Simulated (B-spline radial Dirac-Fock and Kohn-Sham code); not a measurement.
**Ionisation of each subshell: Au⁵⁺**

System: gold as Au⁵⁺, [Xe] 4f14 5d6, inside a Watson sphere of charge -5 and radius 3 Å (a model of the Madelung potential; inside it an electron's potential energy is raised by 24.0 eV); nuclear rms radius 5.4371 fm (A = 197).

Input file task.json (cfg lists n, l and occupation; rrms is the nuclear radius in fm):

```json
{"items": [{
  "Z": 79,
  "q": 5,
  "cfg": [[1, 0, 2], [2, 0, 2], [2, 1, 6], [3, 0, 2], [3, 1, 6], [3, 2, 10], [4, 0, 2], [4, 1, 6], [4, 2, 10], [4, 3, 14], [5, 0, 2], [5, 1, 6], [5, 2, 6]],
  "A": 197,
  "rrms": 5.4371,
  "watson": [-5, 3.0],
  "do": ["binding"]
}]}
```

Run with: `python xray_run.py task.json out`

These are calculated numbers from an atomic code on a B-spline grid; the model is Dirac-Fock energy differences between relaxed states, corrected for Breit and QED terms. Electron correlation is not included. Energies are counted from the vacuum level.

All terms are in eV, carry their sign (relaxation lowers the binding energy) and add up to the binding energy; ⟨r⟩ is the mean radius of the orbital in the initial state.

```
subshell  −ε (Koopmans)  relaxation    Breit      QED  binding energy  ⟨r⟩ (bohr)
       K        81304.3      -90.43  -284.96  -150.22         80778.7       0.017
      L1        14529.4      -53.44   -32.73   -22.70         14420.6       0.070
      L2        13906.1      -58.26   -54.18    -0.41         13793.2       0.058
      L3        12067.3      -54.51   -31.87    -2.44         11978.5       0.067
      M1         3533.0      -29.22    -6.03    -5.29          3492.5       0.183
      M2         3254.4      -30.40   -10.34    -0.23          3213.4       0.174
      M3         2843.0      -28.36    -5.61    -0.63          2808.5       0.189
      M4         2386.6      -31.40    -4.50     0.39          2351.1       0.165
      M5         2299.0      -30.67    -2.87     0.16          2265.6       0.170
      N1          840.2      -11.29    -1.24    -1.31           826.4       0.407
      N2          720.4      -11.22    -2.19    -0.04           707.0       0.410
      N3          620.6      -10.01    -1.02    -0.13           609.4       0.442
      N4          424.4       -9.92    -0.61     0.10           414.0       0.451
      N5          405.6       -9.51    -0.26     0.05           395.9       0.462
      N6          152.4       -9.12     0.12     0.07           143.5       0.490
      N7          148.4       -8.92     0.26     0.06           139.8       0.497
      O1          172.7       -2.19    -0.21    -0.26           170.0       0.929
      O2          130.6       -1.93    -0.34     0.00           128.3       0.994
      O3          112.7       -1.56    -0.13    -0.02           110.9       1.075
    O4,5          53.72       -0.91    -0.01     0.01           52.81       1.349
```

For the deepest level, K (1s), the Breit terms make up -0.353 % of the binding energy, QED -0.186 % and orbital relaxation -0.112 %.

Spin-orbit splittings: 2p 1814.8 eV, 3p 405.0 eV, 3d 85.45 eV, 4p 97.57 eV, 4d 18.14 eV, 4f 3.66 eV, 5p 17.37 eV.
